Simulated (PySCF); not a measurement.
Computed Raman spectrum (relative Raman activity) of a molecule C2H6BBrO. Coordinates come from a B3LYP-D3(BJ)/def2-SVP optimisation. Other conformers were not sampled. Level of theory: PySCF with B3LYP-D3(BJ)/def2-SVP. Frequencies are harmonic and unscaled.

Lines under 2 % of the strongest are left out, and lines within 2 cm⁻¹ are merged.

| ν (cm⁻¹) | relative intensity |
|---|---|
| 499 | 4.4 |
| 515 | 2.3 |
| 870 | 4.9 |
| 1060 | 2.6 |
| 1251 | 3.8 |
| 1401 | 2.5 |
| 1421 | 11 |
| 1438 | 3.2 |
| 1477 | 12 |
| 1480 | 9.8 |
| 3002 | 87 |
| 3032 | 97 |
| 3064 | 100 |
| 3107 | 64 |
| 3121 | 31 |
| 3827 | 81 |

### Question
Identify the compound among the candidates.
(A) CCOBBr
(B) CCB(O)Br
(C) COB(C)Br

### Answer
B, CCB(O)Br
